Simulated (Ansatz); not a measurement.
# Nudged elastic band run: AlF$_{3}$H$_{2}$

input.yaml

```yaml
crystal:
  periodic: [false, false, false]
  atoms:
    - { symbol: Al, position_ang: [0.006244, 0.00347, 0.081391] }
    - { symbol: H, position_ang: [0.007392, 0.442599, 1.632961] }
    - { symbol: F, position_ang: [1.427356, 0.111624, -0.782174] }
    - { symbol: F, position_ang: [-1.431895, 0.04049, -0.759649] }
    - { symbol: F, position_ang: [0.059466, -1.895192, 0.759587] }
    - { symbol: H, position_ang: [0.059235, -1.601491, 1.679883] }
basis:
  gaussian: { orbitals: "6-31G*" }
hamiltonian:
  xc: pbe
neb:
  order_check: false
  images: 5
  f_tol: 0.05
  max_iterations: 60
  initial_path: linear
  final_atoms:
    - { symbol: Al, position_ang: [0.01914928, -0.59566142, -0.24042164] }
    - { symbol: H, position_ang: [0.01438092, 0.15573127, 1.87284071] }
    - { symbol: F, position_ang: [1.42527473, 0.20434211, -0.58966214] }
    - { symbol: F, position_ang: [-1.43025189, 0.13450097, -0.5647856] }
    - { symbol: F, position_ang: [0.06257686, -2.19989756, 0.17950555] }
    - { symbol: H, position_ang: [0.0366681, -0.59751537, 1.95452212] }
```

Launched with:

```bash
$ ansatz run input.yaml --threads 2 --pin off --max-ram 3072MiB --backend cpu --events-out ev --progress --plain --runs-dir out
```

Output, in part (warnings, iteration lines, the closing report on the highest movable image, with atoms numbered from 0):

```
NEB end point (image 0): max|allowed force component| = 2.158e-2 eV/Å (the criterion of neb.relax_end_points is 1.000e-2)
NEB end point (image 6): max|allowed force component| = 1.979e-3 eV/Å (the criterion of neb.relax_end_points is 1.000e-2)
NEB iter   1: max|band force component| = 2.821e0 eV/Å  barrier→ = 1.0555 eV  barrier← = 2.2071 eV  Δτ_max = 0.2000 Å  (173 SCF iters)
NEB iter   2: max|band force component| = 4.030e0 eV/Å  barrier→ = 0.2366 eV  barrier← = 1.3882 eV  Δτ_max = 0.1002 Å  (137 SCF iters)
NEB iter   3: max|band force component| = 2.705e0 eV/Å  barrier→ = 0.1224 eV  barrier← = 1.2740 eV  Δτ_max = 0.1017 Å  (131 SCF iters)
NEB iter   4: max|band force component| = 9.128e-1 eV/Å  barrier→ = 0.0543 eV  barrier← = 1.2059 eV  Δτ_max = 0.0708 Å  (127 SCF iters)
NEB iter   5: max|band force component| = 7.118e-1 eV/Å  barrier→ = 0.0227 eV  barrier← = 1.1744 eV  Δτ_max = 0.0342 Å  (131 SCF iters)
NEB iter   6: max|band force component| = 1.680e-1 eV/Å  barrier→ = 0.0227 eV  barrier← = 1.1744 eV  CI = image 2  Δτ_max = 0.0419 Å  (129 SCF iters)
NEB iter   7: max|band force component| = 1.870e-1 eV/Å  barrier→ = 0.0303 eV  barrier← = 1.1820 eV  CI = image 2  Δτ_max = 0.0167 Å  (131 SCF iters)
NEB iter   8: max|band force component| = 1.208e-1 eV/Å  barrier→ = 0.0308 eV  barrier← = 1.1825 eV  CI = image 2  Δτ_max = 0.0072 Å  (134 SCF iters)
NEB iter   9: max|band force component| = 2.146e-2 eV/Å  barrier→ = 0.0308 eV  barrier← = 1.1825 eV  CI = image 2  Δτ_max = 0.0000 Å  (243 SCF iters)
Total energy: -14771.69008887 eV, -542.8495981547 hartree
Atom 0 at     0.009449    -0.135459     0.035941 Å, force    -0.001177     0.003008    -0.011616 eV/Å
Atom 1 at     0.015397     0.137434     1.686818 Å, force     0.001199     0.003204    -0.000235 eV/Å
Atom 2 at     1.433620     0.148246    -0.767027 Å, force     0.005365    -0.002611     0.007986 eV/Å
Atom 3 at    -1.439589     0.076468    -0.744365 Å, force    -0.005063    -0.002742     0.007695 eV/Å
Atom 4 at     0.059485    -1.902341     0.798814 Å, force     0.001419    -0.007457    -0.009083 eV/Å
Atom 5 at     0.049436    -1.222848     1.601818 Å, force    -0.001743     0.006598     0.005253 eV/Å
Dipole moment:     0.008345    -0.179411     0.461568 e Å
```

The run converged. Another band between the same ends (5 images) ends at a top of the same energy, where a vibrational analysis finds 1 clearly imaginary mode. The orbitals stay closed-shell, which can raise the energy where a bond breaks towards radicals; this wasn't checked here.

Final band (atoms are numbered from 1 in the order of the input):

| image | path coordinate (Å) | energy (kJ/mol) | Al1–H2 (Å) | F5–H6 (Å) | H2–H6 (Å) |
| --- | --- | --- | --- | --- | --- |
| 0 | 0.00 | 0.0 | 1.61 | 0.97 | 2.05 |
| 1 | 0.26 | 1.1 | 1.63 | 0.99 | 1.70 |
| 2 | 0.52 | 3.0 | 1.67 | 1.05 | 1.36 |
| 3 | 0.85 | -20.3 | 1.78 | 1.31 | 1.01 |
| 4 | 1.17 | -80.4 | 1.95 | 1.65 | 0.80 |
| 5 | 1.49 | -106.3 | 2.15 | 2.01 | 0.76 |
| 6 | 1.81 | -111.1 | 2.24 | 2.39 | 0.76 |

The run took 44 s on 2 threads of Arm Neoverse V2, on a shared host, peak memory 0.12 GiB.
